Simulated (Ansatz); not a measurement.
`NC/N=C/[SiH3]` + `N=CO` → `N=COCN` + `N=C[SiH3]`  (substitution at a C–N bond)

Gas-phase electronic energies from Ansatz, PBE0-D4/def2-TZVP geometries. CCSD(T)/CBS is the MP2 limit (def2-TZVPP, def2-QZVPP) plus CCSD(T) − MP2 in def2-TZVPP, frozen cores. This one scheme is used for every species. Functionals use def2-TZVPP. One conformer a species, not always the lowest.

`NC/N=C/[SiH3]`:

```xyz
13

N    -0.243    1.842   -1.650
C    -0.907    1.123   -0.582
N     0.088    0.385    0.156
C    -0.090   -0.853    0.343
Si    1.169   -1.854    1.321
H     0.486    2.426   -1.255
H    -0.899    2.448   -2.127
H    -1.672    0.464   -1.020
H    -1.406    1.775    0.154
H    -0.984   -1.357   -0.069
H     1.660   -2.978    0.479
H     0.504   -2.440    2.517
H     2.293   -0.981    1.732
```

`N=CO`:

Cartesian coordinates in Å:
```
N 0.483 0.848 -0.350
C -0.287 -0.102 -0.056
O 0.086 -1.095 0.756
H 0.034 1.508 -0.976
H -1.314 -0.253 -0.397
H 0.998 -0.906 1.023
```

`N=COCN`:

```xyz
11

N     1.907    0.689   -1.088
C     1.224   -0.366   -1.207
O     0.115   -0.767   -0.573
C    -0.432    0.116    0.418
N    -1.588   -0.473    0.969
H     1.541    1.332   -0.391
H     1.525   -1.128   -1.926
H    -0.654    1.071   -0.072
H     0.340    0.285    1.178
H    -2.455   -0.012    0.758
H    -1.523   -0.744    1.933
```

`N=C[SiH3]`:

```xyz
8

N     0.067    0.672    1.574
C    -0.445   -0.034    0.651
Si    0.411   -0.140   -1.030
H    -0.498    0.641    2.426
H    -1.383   -0.594    0.796
H    -0.526    0.343   -2.080
H     0.726   -1.565   -1.321
H     1.646    0.676   -1.015
```

```csv
level,ΔE (kJ/mol)
r2SCAN,35.8
SCS-MP2/def2-TZVPP,39.6
```

(1) What does CCSD(T)/CBS give? (Estimate.)

Largest T1 diagnostic among the species: 0.014.

## Answers

(1) The calculation gave: +38.8 kJ/mol. The listed levels differ from it by -3.0, 0.8 kJ/mol.
